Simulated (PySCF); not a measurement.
Match the calculated data to a structure.

All candidates are C6H8ClFO.

| technique | computed result |
| --- | --- |
| NMR, other nuclei | isotropic shieldings of nuclei other than C and H, by class: -359 (1 O), 378 (1 F), 793 (1 Cl) ppm [GIAO PBE0/pcSseg-1] |
| Dipole | 0.64 D [PBE0/def2-SVPD] |
| UV, first state | lowest singlet excitation: 4.16 eV (298 nm, f = 0.000) [TDDFT PBE0/def2-SVPD] |
| 13C NMR | chemical shifts (computed TMS as zero) by class: 214.3 (1 C), 142.8 (1 C), 127.8 (1 C), 103.7 (1 C), 74.2 (1 C), 23.5 (1 C) ppm [GIAO PBE0/pcSseg-1] |
| Polarisability | 88.9 au [PBE0/def2-SVPD] |
| Rotational structure | rotational constants A, B, C: 1.567, 1.262, 0.900 GHz [GFN2-xTB] |
| Triplet | lowest triplet excitation (Tamm–Dancoff): 3.54 eV [TDA PBE0/def2-SVPD] |
| 1H NMR | chemical shifts (computed TMS as zero) by class: 10.19 (1 H), 6.31 (1 H), 5.56 (1 H), 5.48 (1 H), 4.38 (1 H), 1.65 (3 H) ppm [GIAO PBE0/pcSseg-1] |
| UV, strongest line | among the 6 lowest singlet transitions: S6 at 6.90 eV (180 nm, f = 0.136) [TDDFT PBE0/def2-SVPD] |

Gas-phase values; electronic properties from PySCF, density fitting. Levels stand in brackets. One conformer (not necessarily the lowest) at the GFN2-xTB geometry, without solvent, vibrations or thermal averaging. NMR values are class means; diastereotopic atoms form classes of their own.

Question: Which candidate is it?
A. `CC(C)/C(F)=C\C(=O)Cl`
B. `CO[C@@H]1C[C@]1(Cl)/C=C/F`
C. `C=C[C@@H](C)[C@H](F)C(=O)Cl`
D. `C=C[C@@H](Cl)[C@@](C)(F)C=O`
E. `CC(C)/C=C(/Cl)C(=O)F`

Answer: D. It is `C=C[C@@H](Cl)[C@@](C)(F)C=O`. Numbering: `[CH2:1]=[CH:2][C@@H:3]([Cl:4])[C@@:5]([CH3:6])([F:7])[CH:8]=[O:9]`. Its formula, C6H8ClFO, gives 2 degrees of unsaturation: 0 rings and 2 π bonds in the structure found. 6 carbons fall into 6 classes; from least to most shielded: aldehyde carbon [C8] (214.3 ppm), alkene CH carbon [C2] (142.8 ppm), terminal =CH2 carbon [C1] (127.8 ppm), sp3 C–F carbon [C5] (103.7 ppm), sp3 C–Cl carbon [C3] (74.2 ppm), methyl carbon [C6] (23.5 ppm). Hydrogen classes from least to most shielded: 1 H on an aldehyde carbon, C8 (10.19 ppm), 1 H on an alkene CH carbon, C2 (6.31 ppm), 1 H on a terminal =CH2 carbon, C1 (5.56 ppm), 1 H on a terminal =CH2 carbon, C1 (5.48 ppm), 1 H on an sp3 C–Cl carbon, C3 (4.38 ppm), 3 H on a methyl carbon, C6 (1.65 ppm, a mean of values up to 1.4 ppm apart in this geometry). The other shieldings belong to: -359 ppm, aldehyde oxygen [O9]; 378 ppm, alkyl fluorine [F7]; 793 ppm, alkyl chlorine [Cl4]. S1 is mainly HOMO→LUMO (weight 0.80); the largest Löwdin shares of the orbital it empties are 0.40 on the aldehyde oxygen, 0.12 on the aldehyde carbon, 0.10 on the sp3 C–F carbon and 0.09 on the alkyl chlorine, of the orbital it fills 0.37 on the aldehyde carbon, 0.30 on the aldehyde oxygen, 0.06 on the sp3 C–F carbon and 0.05 on the formyl hydrogen. The optimised geometry has point group C1 and is an asymmetric top.

The others, at the same levels:
- `CC(C)/C=C(/Cl)C(=O)F` fails: it has 5 carbon classes against 6; its computed 13C shifts are 175.4 (1 C), 162.2 (1 C), 126.5 (1 C), 33.9 (1 C), 23.7 (2 C) ppm, 1H shifts are 6.97 (1 H), 4.27 (1 H), 1.09 (6 H) ppm and rotational constant A is 1.955 GHz (against 1.567 GHz).
- `C=C[C@@H](C)[C@H](F)C(=O)Cl` fails: its computed 13C shifts are 184.8 (1 C), 144.6 (1 C), 126.5 (1 C), 101.0 (1 C), 49.8 (1 C), 20.5 (1 C) ppm, 1H shifts are 5.63 (1 H), 5.58 (1 H), 5.40 (1 H), 4.53 (1 H), 2.57 (1 H), 1.35 (3 H) ppm and rotational constant A is 1.694 GHz (against 1.567 GHz).
- `CO[C@@H]1C[C@]1(Cl)/C=C/F` fails: its computed 13C shifts are 161.8 (1 C), 117.1 (1 C), 71.1 (1 C), 60.8 (1 C), 47.2 (1 C), 28.3 (1 C) ppm, 1H shifts are 7.27 (1 H), 5.65 (1 H), 3.61 (3 H), 3.36 (1 H), 1.40 (1 H), 1.15 (1 H) ppm and rotational constant A is 1.472 GHz (against 1.567 GHz).
- `CC(C)/C(F)=C\C(=O)Cl` fails: it has 5 carbon classes against 6; its computed 13C shifts are 199.1 (1 C), 174.9 (1 C), 111.7 (1 C), 34.5 (1 C), 20.8 (2 C) ppm, 1H shifts are 5.99 (1 H), 3.87 (1 H), 1.22 (6 H) ppm and rotational constant A is 2.672 GHz (against 1.567 GHz).

Each candidate is one conformer, not necessarily the lowest. Dipoles, sizes and rotational constants follow the conformer. The torsions of the flexible species, by atom-mapped SMILES:
- `[CH2:1]=[CH:2][C@@H:3]([Cl:4])[C@@:5]([CH3:6])([F:7])[CH:8]=[O:9]`: C1–C2–C3–Cl4 118°, C2–C3–C5–C6 -175°, C3–C5–C8–O9 55°
- `[CH3:1][CH:2]([CH3:3])/[CH:4]=[C:5](/[Cl:6])[C:7](=[O:8])[F:9]`: C1–C2–C4–C5 128°, C4–C5–C7–O8 4°
- `[CH2:1]=[CH:2][C@@H:3]([CH3:4])[C@H:5]([F:6])[C:7](=[O:8])[Cl:9]`: C1–C2–C3–C4 118°, C2–C3–C5–F6 173°, C3–C5–C7–O8 -96°
- `[CH3:1][O:2][C@@H:3]1[CH2:4][C@:5]1([Cl:6])/[CH:7]=[CH:8]/[F:9]`: C1–O2–C3–C4 157°, C4–C5–C7–C8 143°
- `[CH3:1][CH:2]([CH3:3])/[C:4]([F:5])=[CH:6]\[C:7](=[O:8])[Cl:9]`: C1–C2–C4–F5 -83°, C4–C6–C7–O8 -6°
